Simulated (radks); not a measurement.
Question: The mean radii <r> (bohr) of the occupied orbitals of an atom or ion are listed with their occupations. Method: scalar-relativistic Kohn-Sham, PBE, spin-polarised, spherical densities, finite nucleus; Fermi nuclear charge, rms radius of each element as measured or else 0.836 A^(1/3) + 0.57 fm; computed with a radial shooting solver on a logarithmic mesh with Libxc functionals.

| orbital | occ. | <r> |
|---|---|---|
| 1s up | 1 | 0.04542 |
| 1s down | 1 | 0.04538 |
| 2s up | 1 | 0.1944 |
| 2s down | 1 | 0.1950 |
| 2p up | 3 | 0.1680 |
| 2p down | 1 | 0.1687 |

Name the element and its charge. Open shells, if any, are filled with parallel spins first.

Answer: Z = 33, arsenic, charge +25: As25+ in [He] 2s2 2p4. The 1s radius gives Z: for a bare nucleus <r> = (2 gamma + 1)/(2Z) with gamma = sqrt(1 - (Z/c)^2), 0.04456 bohr for Z = 33, and screening makes it slightly larger (0.04542 here). The occupations add up to 8, and the charge is Z minus that.
